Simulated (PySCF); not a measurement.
C2H6ClFSi, SMILES C[Si](C)(Cl)F.

The structure is a stationary point at PBE0-D3(BJ)/def2-SVP.

Level of theory: PySCF with SMD-ωB97X/6-31G*.

Solvation free energies are E(SMD) − E(gas) at the gas-phase geometry, for 1 M in both phases. In vacuum the dipole moment is 2.83 D.

Task: Rank water, toluene, methanol by solvation free energy, most negative first.

Result: methanol (-4.7 kcal/mol), toluene (-3.3 kcal/mol), water (-0.7 kcal/mol)
